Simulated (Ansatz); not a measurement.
Frontier orbitals of `CC(C)[Si](F)(F)C(C)C`.

Cartesian coordinates in Å:
```
C -0.975 -2.052 -0.310
C -1.344 -0.748 0.397
C -2.180 -1.007 1.650
Si 0.170 0.264 0.790
F 1.022 -0.505 1.904
F -0.298 1.633 1.473
C 1.291 0.666 -0.641
C 0.528 1.354 -1.773
C 2.493 1.497 -0.189
H -0.350 -2.684 0.328
H -1.874 -2.625 -0.557
H -0.429 -1.880 -1.242
H -1.940 -0.136 -0.294
H -1.623 -1.603 2.378
H -2.480 -0.078 2.140
H -3.089 -1.562 1.398
H 1.662 -0.300 -1.010
H 1.194 1.563 -2.615
H -0.297 0.744 -2.149
H 0.111 2.310 -1.443
H 3.066 0.995 0.594
H 2.174 2.467 0.203
H 3.167 1.686 -1.029
```

Charge 0, multiplicity 1. The geometry is a stationary point of PBE0-D4/def2-TZVP. It is one conformer, not always the lowest. Basis def2-TZVPP, Ansatz.

Orbital energies of one run (eV). Highest occupied ones, from the top: -6.61, -7.82, -8.40, -8.42, -8.52, -8.56, -9.38, -9.44, -9.73, -9.84, -9.85, -10.27, -10.32, -10.58. Empty: -0.22, 0.01, 0.39, 0.78, 1.17, 1.57.

Problem. Which functional gave them?
A. r2SCANh
B. LDA (SPW92)
C. LC-ωPBE
D. ωB97M-V

Solution. B. HOMO energies: LDA (SPW92) -6.61, r2SCANh -7.25, LC-ωPBE -10.48, ωB97M-V -10.02 eV.

LC-ωPBE has ω = 0.4 bohr⁻¹.
